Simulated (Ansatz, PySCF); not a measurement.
Ti(H)3(SH) (H4STi), SMILES [SH][TiH3], multiplicity 1. Atoms are numbered in the order given.

```xyz
6

Ti    -0.7246    -0.2732    -0.0904
H     -0.8668    -1.2392     1.2919
H     -1.6188     1.1463     0.0792
H     -1.2651    -1.1016    -1.4561
S      1.4366     0.2596    -0.3714
H      1.5884    -0.4802     0.7506
```
Charge 0, spin multiplicity 1.

Geometry: ωB97X-D3(BJ)/def2-TZVP. The multiplicity is an assumed one; other spin states were not compared.

Two levels are set side by side: PBE-D3(BJ)/def2-TZVP (Ansatz, a program for electronic structure) and ωB97X-D3(BJ)/def2-TZVP (PySCF). Each level has its own optimised geometry; the coordinates shown are those of the second. Frequencies come from the Hessian of PySCF at each geometry. Differences are taken from unrounded values.

```tsv
quantity	ωB97X-D3(BJ)
mean bond length (Å)	1.732
bond Ti1–S5 (Å)	2.244
bond Ti1–H2 (Å)	1.692
bond Ti1–H3 (Å)	1.686
bond Ti1–H4 (Å)	1.686
bond S5–H6 (Å)	1.353
highest harmonic wavenumber (cm⁻¹)	2666
mean harmonic wavenumber (cm⁻¹)	958
zero-point energy (kcal/mol)	16.44
```

### Question
What does PBE-D3(BJ) give, and how far is it from ωB97X-D3(BJ)? (An estimate is asked for; the answer gives what the named calculation found.)

### Answer

```csv
quantity,PBE-D3(BJ),PBE-D3(BJ) minus ωB97X-D3(BJ)
mean bond length (Å),1.752,0.020
bond Ti1–S5 (Å),2.244,0.000
bond Ti1–H2 (Å),1.720,0.028
bond Ti1–H3 (Å),1.711,0.025
bond Ti1–H4 (Å),1.711,0.025
bond S5–H6 (Å),1.375,0.022
highest harmonic wavenumber (cm⁻¹),2473,-193
mean harmonic wavenumber (cm⁻¹),912,-46
zero-point energy (kcal/mol),15.65,-0.79
```

GGA bonds tend to be longer and softer than those of functionals with exact exchange. Differences between two approximate levels are no errors against the true value.
